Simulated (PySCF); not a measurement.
CH₆GeO₄. Atoms are numbered in the order given.

```xyz
12

C      2.4095    -0.4828    -0.0956
O      1.4033     0.4985     0.0915
Ge    -0.3046     0.0721     0.0110
O     -0.9244    -0.8887     1.3574
O     -1.1777     1.6044     0.0190
O     -0.5120    -0.9221    -1.4323
H      2.2281    -1.0940    -0.9967
H      2.4841    -1.1599     0.7750
H      3.3741     0.0358    -0.2116
H     -1.1775    -0.3343     2.1084
H     -0.6542     2.3124    -0.3818
H     -1.2785    -1.5069    -1.3579
```
Charge 0, spin multiplicity 1.

Geometry: B3LYP-D3(BJ)/def2-SVP. Other conformers were not sampled.

Calculation: PBE/def2-TZVP (PySCF).

Gas-phase values at a fixed geometry.

Computed frontier levels, gap, dipole moment and polarisability:
```json
{
  "highest_occupied_level": "-6.63 eV",
  "lowest_empty_level": "-1.25 eV",
  "orbital_gap": "5.37 eV",
  "dipole_moment": "0.49 D",
  "quadrupole, principal values (traceless, Buckingham form, about the centre of nuclear charge)": "-1.57, -0.42, 1.99 D·Å",
  "mean_static_polarisability": "55.4 bohr³ (8.20 Å³)",
  "polarisability_principal_values": "51.3, 53.0, 61.7 bohr³"
}
```
